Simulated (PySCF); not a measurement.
C2H8BNO, SMILES CN(C)BO.

Geometry: TPSSh-D3(BJ)/def2-SVP. This is a generated structure with no PubChem entry under its InChIKey; it may be hypothetical. The values are those of a single conformer.

All values below come from PySCF 2.14.0 with TDDFT-PBE0/def2-SVPD.

Vertical excitations. Gas-phase values at a fixed geometry. State labels are in the subgroup Cs.

Question: Give excitation energies, oscillator strengths and character. (The exact figures need the calculation; the answer reports its results.)

Answer: 
| state | symmetry | energy (eV) | λ (nm) | f | main pairs |
|---|---|---|---|---|---|
| S1 | A" | 6.01 | 206 | 0.008 | HOMO→LUMO 99 % |
| S2 | A" | 6.85 | 181 | 0.008 | HOMO→LUMO+1 98 % |
| S3 | A' | 7.13 | 174 | 0.214 | HOMO→LUMO+2 97 % |
| S4 | A" | 7.45 | 166 | 0.015 | HOMO→LUMO+3 98 % |
| S5 | A" | 7.72 | 161 | 0.001 | HOMO→LUMO+4 95 % |
| S6 | A" | 8.00 | 155 | 0.000 | HOMO→LUMO+5 94 % |
| S7 | A' | 8.49 | 146 | 0.010 | HOMO−1→LUMO 81 %, HOMO→LUMO+6 15 % |
| S8 | A' | 8.56 | 145 | 0.001 | HOMO→LUMO+6 83 %, HOMO−1→LUMO 13 % |
| S9 | A" | 8.74 | 142 | 0.004 | HOMO→LUMO+9 78 %, HOMO→LUMO+8 20 % |
| S10 | A" | 8.81 | 141 | 0.001 | HOMO−1→LUMO+2 68 %, HOMO→LUMO+8 14 %, HOMO−2→LUMO 12 % |
| T1 | A' | 5.84 | 212 | 0 | HOMO→LUMO+2 95 % |
| T2 | A" | 5.91 | 210 | 0 | HOMO→LUMO 98 % |
| T3 | A" | 6.73 | 184 | 0 | HOMO→LUMO+1 96 % |
| T4 | A" | 7.37 | 168 | 0 | HOMO→LUMO+3 94 % |
Triplets are in the Tamm–Dancoff approximation, which puts them higher than full response would, so one can lie above its singlet here.
